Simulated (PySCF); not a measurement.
**Dipole response of I⁻ (iodine, charge -1)**

[Xe], closed-shell 1S. All numbers are calculated (PySCF 2.14, a scalar-relativistic core potential, in aug-cc-pV5Z-PP with ECP28MDF (8s8p6d4f3g2h, 139 functions)). Coupled (time-dependent) response in atomic units; α is the mean over directions.

| method | mean α (bohr³) | C₆ (like pair) | S(−4) |
| --- | --- | --- | --- |
| UHF | 60.46 | 844.4 | 913.0 |
| PBE | 73.73 | 1070 | 1678 |
| PBE0 | 67.34 | 959.1 | 1273 |

S(−4) is the Cauchy moment in α(ω) = α(0) + S(−4) ω² + …

α(iu) at PBE0:

| u (hartree) | α(iu) (bohr³) |
| --- | --- |
| 0 | 67.34 |
| 0.0500 | 64.39 |
| 0.100 | 57.50 |
| 0.200 | 42.53 |
| 0.300 | 31.25 |
| 0.500 | 18.26 |
| 0.750 | 10.78 |
| 1.00 | 7.148 |
| 1.50 | 3.903 |
| 2.00 | 2.530 |
| 3.00 | 1.373 |
| 5.00 | 0.6181 |

For an ion, C₆ is the dispersion term alone; charge-induced terms of lower order in 1/R come first.

Energies and moments cover only the electrons outside the core potential.
